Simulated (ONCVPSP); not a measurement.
W: variants of one ONCV potential

Base potential:

```json
{"Element": "W (Z = 74)", "Generator": "ONCVPSP 4.0.1", "Type": "optimised norm-conserving Vanderbilt (ONCV)", "Functional": "BLYP", "Relativity": "fully relativistic", "Frozen core": "[Kr] 4d10 4f14", "Valence charge": "14", "Reference configuration": "5s2 5p6 5d4 (charge +2)", "Partial waves": "5s: rc 1.25 bohr, ncon 4, nbas 8, qcut 4.9 1/bohr, 2 projectors, debl 2.8 Ha; 5p: rc 1.35 bohr, ncon 5, nbas 9, qcut 5.3 1/bohr, 1 projector; 5d: rc 2.25 bohr, ncon 3, nbas 7, qcut 7 1/bohr, 1 projector", "Local potential": "polynomial inside 0.80 bohr (lpopt 5, dvloc0 0 Ha)", "Core correction": "Teter function fitted to the true core (icmod 2), fcfact 0.3"}
```

Open shells are filled in proportion to 2j + 1.

In the s channel the program set the typed energies aside and used -3.487, 0.250 Ha.

Cutoffs, loose and tight: the cutoffs (Ha) at which the residual kinetic energy of the hardest occupied pseudo-wave falls to 1 and 0.1 mHa per electron. They do not see the model core or the augmentation charge, which bear on the density cutoff. Test errors are all-electron minus pseudo excitation energies from the reference, over the configurations 5s2 5p6 5d4 6s2; 5s2 5p6 5d4 6s1; 5s2 5p6 5d3; 5s1 5p6 5d4 6s2. A dash means not determined; rows that change the core or the reference have their own tests. The largest error is taken over the tests solved by every variant that gives reliable tests at all: 5s1 5p6 5d4 6s2; 5s2 5p6 5d3; 5s2 5p6 5d4 6s1.

A true bound ghost makes a file unfit for plane-wave use even where its test errors are small: the radial tests pick states by their node count and pass the ghost by.

```tsv
change	outcome	cutoff, loose	cutoff, tight	bound ghosts	GHOST(+) flags above zero	largest test error (meV)
base	generated, projector energies reset by the program	125 Ha	146 Ha	s, p3/2, p1/2	none	-92
p: ncon 3, nbas 7	generated, projector energies reset by the program	108 Ha	128 Ha	s, p3/2, p1/2	none	-68
s: nbas 9	generated, projector energies reset by the program	146 Ha	170 Ha	s, p3/2, p1/2	none	-101
all radii but the core radius scaled by about 1.13 (s 1.42, p 1.52, d 2.54 bohr); local potential polynomial inside 0.90 bohr (lpopt 5, dvloc0 0 Ha)	generated, projector energies reset by the program	90 Ha	112 Ha	s, p3/2	p1/2	-158
```

Task: What comes out with this change to the base: scalar-relativistic?

Result: outcome: generated, projector energies reset by the program; cutoff, loose: 124 Ha; cutoff, tight: 145 Ha; bound ghosts: s, p; GHOST(+) flags above zero: none; largest test error (meV): -376.

Task: What comes out with this change to the base: s: qcut 3.4; p: qcut 3.7; d: qcut 4.9?

Result: outcome: generated, projector energies reset by the program; cutoff, loose: 124 Ha; cutoff, tight: 152 Ha; bound ghosts: s, p3/2, p1/2; GHOST(+) flags above zero: d5/2, d3/2; largest test error (meV): -169.

Task: What comes out with this change to the base: reference 5s2 5p6 5d4 6s2; wave 5s: rc 1.25 bohr, ncon 4, nbas 8, qcut 4.9 1/bohr, 2 projectors, debl 2.8 Ha becomes 5s+6s: rc 1.25 bohr, ncon 4, nbas 8, qcut 4.9 1/bohr, 2 projectors?

Result: outcome: generated; cutoff, loose: 125 Ha; cutoff, tight: 146 Ha; bound ghosts: s, p3/2, p1/2; GHOST(+) flags above zero: none; largest test error (meV): -123.
